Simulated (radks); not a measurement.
Values are calculated unless marked as measured or tabulated.
Question: These are the eigenvalues of the occupied orbitals of an atom or ion with whole-number occupations (eV). Level of theory: Dirac Kohn-Sham, BLYP, spin-unpolarised, spherical densities, finite nucleus; Fermi nuclear charge, rms radius of each element as measured or else 0.836 A^(1/3) + 0.57 fm (a radial shooting solver on a logarithmic mesh with Libxc functionals).

1s1/2: -9588.709
2s1/2: -1221.753
2p1/2: -1083.714
2p3/2: -1059.826
3s1/2: -189.8173
3p1/2: -145.8091
3p3/2: -142.6099
3d3/2: -68.9086
3d5/2: -68.4788
5f5/2: -7.9654
5f7/2: -7.9651

Which element is it, and in what charge state? The configuration may be excited. Open shells, if any, are shared by 2j + 1.

Answer: Z = 30, zinc, charge +3: Zn3+ in [Ar] 3d8 5f1. The list shows which subshells hold electrons but not how many an open one holds; the 1s level, -352.38 hartree, gives Z - s = 26.5 by -(Z - s)^2/2, which with screening and relativity narrows Z to a few neighbours, and the depths of the outer levels then fix element, charge and occupations together.
